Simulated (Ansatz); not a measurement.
Breaking the Cd1–F2 bond in CdF2 (SMILES [F][Cd][F]) (multiplicity 1 held, fragments rigid). Energies count from the point at 1.933 Å.
Geometry at that point (charge 0, multiplicity 1):
```xyz
3

Cd     0.00000     0.00000     0.00000
F      0.00000     0.00000    -1.93349
F      0.00000     0.00000     1.93349
```

Restricted levels (R-, RO-) in cc, def2 and unpolarised 6-31G sets keep to the state of the molecule at rest. Unrestricted levels (U-) break spin symmetry where that is lower. Active spaces are followed from a long bond inwards. Levels need not reach the same state.

Correlated levels freeze the cores.

Programs: Ansatz (a quantum-chemistry and plane-wave program).  In def2 rows elements past Kr take small-core potentials, without spin–orbit coupling.

Energies in eV.

```
R (Å)  R-HF/def2-SVP  U-HF/def2-SVP  FIC-MRCISD on CASSCF(6,4)/def2-SVP  FIC-MRCISD+Q on CASSCF(6,4)/def2-SVP
-----  -------------  -------------  ----------------------------------  ------------------------------------
1.547           3.52           3.52                                3.46                                  3.44
1.740           0.61           0.61                                0.61                                  0.60
1.933           0.00           0.00                                0.00                                  0.00
2.127           0.34           0.34                                0.31                                  0.32
2.320           1.02           1.02                                0.95                                  0.96
2.610           2.17           2.12                                2.01                                  2.04
2.900           3.22           2.45                                2.88                                  2.95
3.384           4.61           2.58                                3.64                                  3.76
3.867           5.59           2.61                                3.86                                  4.00
4.447           6.44           2.62                                3.93                                  4.07
5.220           7.19           2.62                                3.95                                  4.09
6.187           7.74           2.62                                3.95                                  4.08
```

Doubts at one or more of the structures used: a restricted determinant that unrestricted orbitals would lower (R-HF/def2-SVP); a spin-contaminated determinant (U-HF/def2-SVP); active orbitals that take no part (FIC-MRCISD on CASSCF(6,4)/def2-SVP, FIC-MRCISD+Q on CASSCF(6,4)/def2-SVP).
